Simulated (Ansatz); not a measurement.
# The dipole moment down a group: B to In

One atom is swapped for its congeners: B(SeH)3; Al(SeH)3; Ga(SeH)3; In(SeH)3. All are singlets with charge 0.

Shapes, held fixed at every level: PBE0-D4/def2-TZVP. Programs: Ansatz 0.2.0. Values in D.

| level | B(SeH)3 | Al(SeH)3 | In(SeH)3 |
| --- | --- | --- | --- |
| PBE-D4/def2-TZVPP | 1.07 | 1.02 | 0.01 |
| r2SCAN-D4/def2-TZVPP | 1.19 | 1.13 | 0.01 |
| B3LYP-D4/def2-TZVPP | 1.10 | 1.04 | 0.01 |
| wB97M-V/def2-TZVPP | 1.16 | 1.09 | 0.01 |

Problem. Estimate the column for Ga(SeH)3 from its neighbours.

Solution. The mean of the neighbours at wB97M-V/def2-TZVPP is 0.55 D, against 1.07 from the run: the member lies nearer Al. All rows: PBE-D4/def2-TZVPP 1.00; r2SCAN-D4/def2-TZVPP 1.11; B3LYP-D4/def2-TZVPP 1.02; wB97M-V/def2-TZVPP 1.07 D. At wB97M-V/def2-TZVPP the dipole moment falls at every step, from 1.16 to 0.01 D. Every level shows the same order. For atoms past krypton def2 sets carry core potentials with scalar relativity. Relativity is left out for Ga, Se unless named. Magnitudes only: a dipole under 1 D may point either way.
